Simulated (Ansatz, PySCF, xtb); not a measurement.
Gas-phase reaction in SMILES: C=CCl + 3 [H][H] (H2) -> 2 C (CH4) + Cl (HCl)
Each molecule is optimised on its own at B3LYP-D3(BJ)/def2-TZVP (Ansatz, an electronic-structure program).

Quantity: energy of full hydrogenation (enthalpy at 298 K, with B3LYP-D3(BJ) rigid-rotor harmonic-oscillator terms from PySCF), in kcal/mol. Valence correlation only, unless marked. No spin-orbit coupling. Non-relativistic. CBS(X,Y): correlation extrapolated as X^-3; Hartree-Fock from the larger set. [CCSD(T)-MP2]/basis is that difference in the basis named.

| level | program | energy of full hydrogenation (kcal/mol) |
|---|---|---|
| GFN1-xTB | xtb | -92.7 |
| GFN2-xTB | xtb | -72.3 |
| HF/def2-TZVPD | PySCF | -70.3 |
| HF-D3(BJ)/def2-TZVPD | PySCF + dftd3 | -67.2 |
| BLYP-D3(BJ)/def2-TZVPD | Ansatz + dftd3 | -56.3 |
| B3LYP-D3(BJ)/def2-TZVPD | Ansatz + dftd3 | -61.8 |
| TPSSh/def2-TZVPD | PySCF | -60.4 |

### Question
Predict the RI-MP2/CBS(aug-cc-pV(T+d)Z,aug-cc-pV(Q+d)Z)+[CCSD(T)-MP2]/aug-cc-pV(T+d)Z result (Ansatz).

### Answer
-63.1 kcal/mol, so TPSSh/def2-TZVPD differs from it by 2.7 kcal/mol.
